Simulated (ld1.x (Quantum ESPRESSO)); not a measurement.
u(r) = r·R(r): atom against pseudo-atom (Fe (Z = 26))

Columns: radius, all-electron u(r) and pseudo u(r) of the 4p shell (level -1.27 eV) of iron in the configuration [Ar] 3d6 4s2 4p0; BLYP, scalar-relativistic, PAW scheme, ld1.x (Quantum ESPRESSO) 7.5.

```json
{"r (bohr)": "0.138", "all-electron": "0.1003", "pseudo": "0.0019"}
{"r (bohr)": "0.275", "all-electron": "0.0149", "pseudo": "0.0076"}
{"r (bohr)": "0.413", "all-electron": "-0.1043", "pseudo": "0.0171"}
{"r (bohr)": "0.550", "all-electron": "-0.1647", "pseudo": "0.0305"}
{"r (bohr)": "0.688", "all-electron": "-0.1653", "pseudo": "0.0479"}
{"r (bohr)": "0.825", "all-electron": "-0.1266", "pseudo": "0.0691"}
{"r (bohr)": "0.963", "all-electron": "-0.0672", "pseudo": "0.0942"}
{"r (bohr)": "1.100", "all-electron": "-0.0007", "pseudo": "0.1225"}
{"r (bohr)": "1.238", "all-electron": "0.0666", "pseudo": "0.1540"}
{"r (bohr)": "1.375", "all-electron": "0.1299", "pseudo": "0.1876"}
{"r (bohr)": "1.513", "all-electron": "0.1882", "pseudo": "0.2230"}
{"r (bohr)": "1.650", "all-electron": "0.2399", "pseudo": "0.2587"}
{"r (bohr)": "1.788", "all-electron": "0.2858", "pseudo": "0.2943"}
{"r (bohr)": "1.925", "all-electron": "0.3252", "pseudo": "0.3282"}
{"r (bohr)": "2.062", "all-electron": "0.3590", "pseudo": "0.3596"}
{"r (bohr)": "2.200", "all-electron": "0.3878", "pseudo": "0.3878"}
{"r (bohr)": "2.338", "all-electron": "0.4118", "pseudo": "0.4118"}
{"r (bohr)": "2.475", "all-electron": "0.4313", "pseudo": "0.4313"}
{"r (bohr)": "2.613", "all-electron": "0.4471", "pseudo": "0.4471"}
{"r (bohr)": "2.750", "all-electron": "0.4593", "pseudo": "0.4593"}
{"r (bohr)": "2.888", "all-electron": "0.4684", "pseudo": "0.4684"}
{"r (bohr)": "3.025", "all-electron": "0.4748", "pseudo": "0.4748"}
{"r (bohr)": "3.162", "all-electron": "0.4787", "pseudo": "0.4787"}
{"r (bohr)": "3.300", "all-electron": "0.4805", "pseudo": "0.4805"}
{"r (bohr)": "3.438", "all-electron": "0.4805", "pseudo": "0.4805"}
{"r (bohr)": "3.575", "all-electron": "0.4787", "pseudo": "0.4787"}
```

How many radial nodes do the two functions have?

The all-electron 4p function has n − l − 1 = 2; the pseudo-wave has 0, since the states of the same l below it are removed with the core.

At about which radius was the pseudo-wave matched?

2.25 bohr, where the columns begin to agree (steps of 0.14 bohr).

Where does each function peak?

Outermost all-electron maximum near 3.30 bohr, pseudo maximum near 3.30 bohr (to the table’s step).

Is the pseudo-wave norm-conserving?

No, it belongs to a PAW set: the norm inside the radius is not constrained, and the difference is carried by the augmentation charge.
